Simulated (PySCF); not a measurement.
Isomers of CH7N3Si, one conformer each. Computed with core-valence-separated Tamm–Dancoff BHandHLYP/aug-pcX-1 (pcseg-1 on H, def2-SVPD on Si) in PySCF, non-relativistic, gas phase, PBE0-D3(BJ)/def2-SVP geometry. Absolute energies from this functional tend to lie a few eV below measured edges; no shift was applied.

P. `[H]/N=C\[SiH](N)N`
Q. `C=N[SiH](N)N`

Main lines, eV (oscillator strength):
1. C K: 282.2 (0.062), 286.6 (0.016), 287.3 (0.008), 287.9 (0.017); N K: 395.5 (0.061), 399.0 (0.008), 399.7 (0.026), 400.1 (0.064), 400.2 (0.013)
2. C K: 282.6 (0.069), 287.0 (0.009), 287.7 (0.030), 288.4 (0.007); N K: 395.4 (0.056), 398.9 (0.008), 399.0 (0.007), 399.8 (0.017), 399.8 (0.008)
Listed: the first five lines at most of each edge with a tenth or more of its strongest line's intensity; roots within 0.03 eV on the same or equivalent atoms are summed. Only the lowest roots were sought, and the top ones are left out.

**Question.** Which spectrum belongs to which isomer?

**Answer.** 1 = P, 2 = Q.
- P: first C line listed at 282.2 eV, hole on the C=N carbon (1s→π*); first N line listed at 395.5 eV, hole on the C=N nitrogen.
- Q: first C line listed at 282.6 eV, hole on the C=N carbon (1s→π*); first N line listed at 395.4 eV, hole on the C=N nitrogen.

**Question.** What are the ground-state energies of the isomers at BHandHLYP/aug-pcX-1 (pcseg-1 on H, def2-SVPD on Si), relative to the lowest?

**Answer.** P 52.5, Q 0.0 kJ/mol (electronic energies on these geometries, no dispersion or zero-point terms).
